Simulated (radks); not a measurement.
The numbers below are computed, except where a source is named.
Ionisation of the copper ion Cu2+, [Ar] 3d9, to [Ar] 3d8 as the strength of local exchange is varied. Level of theory: scalar-relativistic Kohn-Sham, Slater X-alpha exchange (alpha = 2/3 is LDA exchange), no correlation, spin-polarised, spherical densities, finite nucleus; open shells are filled with parallel spins first; Fermi nuclear charge, rms radius 3.8823 fm (a radial shooting solver on a logarithmic mesh with Libxc functionals).

alpha  E(Cu2+) (hartree)  exchange (hartree)  IE (eV)  -e of the level emptied (eV)  <r> of it (bohr)
0.564        -1639.21803           -51.89287   34.370                   25.685 (3d)            0.9561
0.667        -1648.73115           -61.74483   36.709                   27.780 (3d)            0.9332
0.734        -1654.95039           -68.21496   38.293                   29.209 (3d)            0.9190
0.745        -1655.97380           -69.28185   38.558                   29.449 (3d)            0.9168
0.831        -1663.99767           -77.66780   40.672                   31.371 (3d)            0.8995
0.848        -1665.58854           -79.33488   41.099                   31.762 (3d)            0.8962

NIST Atomic Spectra Database: 36.84 eV (measured). The Delta-SCF value meets it near alpha = 0.67. Open shells are spherical and high-spin; term and fine-structure splittings are not resolved.
